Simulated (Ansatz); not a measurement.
A run on ClH3HfSe3 (`[Cl][Hf]([SeH])([SeH])[SeH]`) with other settings.

```yaml
crystal:
  periodic: [false, false, false]
  atoms:
    - {symbol: Cl, position_ang: [-2.382762, -1.147884, 1.193835]}
    - {symbol: Hf, position_ang: [-0.367905, -0.344210, 0.363115]}
    - {symbol: Se, position_ang: [1.604143, -1.327454, 1.648532]}
    - {symbol: Se, position_ang: [-0.330534, 2.213245, 0.481561]}
    - {symbol: Se, position_ang: [0.026810, -1.067976, -2.052912]}
    - {symbol: H, position_ang: [2.247647, -0.009240, 1.503563]}
    - {symbol: H, position_ang: [0.486668, 2.163643, -0.744536]}
    - {symbol: H, position_ang: [-1.284066, -0.480134, -2.393148]}
basis:
  gaussian: {orbitals: def2-TZVPP}
magnetization: {spin_polarized: true, initial_magnetization: 2}
hamiltonian: {xc: {name: BLYP}, dispersion: d3bj}
output: {forces: true}
```

```sh
$ ansatz run in.yaml --threads 4 --pin off --events-out ev --progress --plain --max-ram 11315MiB
```

Shortened log:

```
Functional definition: BLYP
1990 factors; their error is unknown
mean field evaluation 1: about -209929.7959 eV, gradient 2.4e1 eV
mean field evaluation 2: about -209914.3072 eV, gradient 4.7e1 eV
mean field evaluation 4: about -209929.6387 eV, gradient 1.7e1 eV
mean field evaluation 8: about -209932.5741 eV, gradient 1.8e-2 eV
mean field evaluation 16: about -209932.5741 eV, gradient 6.9e-5 eV
mean field -209932.57410311 eV, -7714.8798008797 hartree, gradient 1.9e-6 eV, S^2 2.002757; 10 other end points of the search recorded, 0 dependent functions left out
reference -209932.57449610 eV, -7714.8798153221 hartree; 68, 66 occupied and 216, 218 virtual orbitals, 1990 factors
Total energy: -209933.33134476 eV, -7714.9076289972 hartree
Atom 0 at    -2.382762    -1.147884     1.193835 Å, force    -0.876445    -0.513718     0.219552 eV/Å
Atom 1 at    -0.367905    -0.344210     0.363115 Å, force    -0.353744     0.045707     0.455151 eV/Å
Atom 2 at     1.604143    -1.327454     1.648532 Å, force     0.877344    -0.688528     1.079568 eV/Å
Atom 3 at    -0.330534     2.213245     0.481561 Å, force    -0.275246     0.620044     0.174858 eV/Å
Atom 4 at     0.026810    -1.067976    -2.052912 Å, force     0.215684    -0.081940    -0.733140 eV/Å
Atom 5 at     2.247647    -0.009240     1.503563 Å, force     0.347970     0.209700    -0.229791 eV/Å
Atom 6 at     0.486668     2.163643    -0.744536 Å, force     0.551972     0.399096    -0.402496 eV/Å
Atom 7 at    -1.284066    -0.480134    -2.393148 Å, force    -0.487535     0.009639    -0.563702 eV/Å
Dipole moment:     0.322742     0.211374    -0.181461 e Å
```

Run time 87 s (4 threads of an Arm Neoverse V1 on a shared host); peak host memory 1.5 GiB.
